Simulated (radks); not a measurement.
The numbers below are computed, except where a source is named.
Spin polarisation of the 5d3 shell in neutral tantalum. Start: [Xe] 4f14 5d(up 1.5, down 1.5) 6s2; electrons of 5d are moved from spin down to spin up, other shells keep equal spins. Level of theory: non-relativistic Kohn-Sham, LDA (Slater exchange, Perdew-Wang correlation), spin-polarised, spherical densities, point nucleus (a radial shooting solver on a logarithmic mesh with Libxc functionals).

moment (Bohr magnetons) = 0: E - E(0) (eV) 0.000; e(5d up) (eV) -4.963; e(5d down) (eV) -4.963; 6s down minus up (eV) 0.000; 4f down minus up (eV) 0.000
moment (Bohr magnetons) = 0.75: E - E(0) (eV) -0.072; e(5d up) (eV) -5.145; e(5d down) (eV) -4.762; 6s down minus up (eV) 0.199; 4f down minus up (eV) 0.067
moment (Bohr magnetons) = 1.5: E - E(0) (eV) -0.288; e(5d up) (eV) -5.307; e(5d down) (eV) -4.538; 6s down minus up (eV) 0.401; 4f down minus up (eV) 0.133
moment (Bohr magnetons) = 2.25: E - E(0) (eV) -0.649; e(5d up) (eV) -5.449; e(5d down) (eV) -4.291; 6s down minus up (eV) 0.606; 4f down minus up (eV) 0.199
moment (Bohr magnetons) = 3: E - E(0) (eV) -1.157; e(5d up) (eV) -5.570; e(5d down) (eV) -4.019; 6s down minus up (eV) 0.817; 4f down minus up (eV) 0.265

At moment 3 the spin-polarisation energy is -1.157 eV and the 5d exchange splitting 1.551 eV, that is 0.517 eV per Bohr magneton; E = -I m^2/4 would give I = 0.514 eV.
